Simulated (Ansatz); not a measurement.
`C[SiH2][SiH](Cl)Cl` and `C[SiH](Cl)Cl` differ in one atom or group.

Ansatz, PBE0-D4/def2-TZVP geometries, multiplicity 1. Each molecule was computed in one conformer, which needn't be the lowest.

```json
{"property": "size of the dipole moment (ωB97M-V/def2-TZVPP) / D", "`C[SiH2][SiH](Cl)Cl`": "1.74"}
{"property": "zero-point energy (PBE0-D4/def2-TZVP) / kJ/mol", "`C[SiH2][SiH](Cl)Cl`": "174.5"}
{"property": "LUMO energy (ωB97M-V/def2-TZVPP) / eV", "`C[SiH2][SiH](Cl)Cl`": "1.22"}
{"property": "HOMO energy (PBE/def2-TZVPP) / eV", "`C[SiH2][SiH](Cl)Cl`": "-6.83"}
{"property": "size of the dipole moment (PBE/def2-TZVPP) / D", "`C[SiH2][SiH](Cl)Cl`": "1.66"}
{"property": "HOMO–LUMO gap (ωB97M-V/def2-TZVPP) / eV", "`C[SiH2][SiH](Cl)Cl`": "11.27"}
```

Question: Give the same properties after the change, and the shifts. (Best estimate.)

Answer: Computed: 
```json
{"property": "size of the dipole moment (ωB97M-V/def2-TZVPP) / D", "`C[SiH](Cl)Cl`": "1.97", "shift": "0.23"}
{"property": "zero-point energy (PBE0-D4/def2-TZVP) / kJ/mol", "`C[SiH](Cl)Cl`": "128.9", "shift": "-45.6"}
{"property": "LUMO energy (ωB97M-V/def2-TZVPP) / eV", "`C[SiH](Cl)Cl`": "2.40", "shift": "1.18"}
{"property": "HOMO energy (PBE/def2-TZVPP) / eV", "`C[SiH](Cl)Cl`": "-7.48", "shift": "-0.65"}
{"property": "size of the dipole moment (PBE/def2-TZVPP) / D", "`C[SiH](Cl)Cl`": "1.93", "shift": "0.27"}
{"property": "HOMO–LUMO gap (ωB97M-V/def2-TZVPP) / eV", "`C[SiH](Cl)Cl`": "13.47", "shift": "2.20"}
```

With PBE0 the HOMO falls by 0.82 eV and the LUMO rises by 1.08 eV, so the gap widens by about 1.90 eV. PBE moves the HOMO by -0.65 eV and ωB97M-V by -1.02 eV. The zero-point energy changes by -45.6 kJ/mol with -9 modes. Dipoles are sizes alone; their direction can turn.
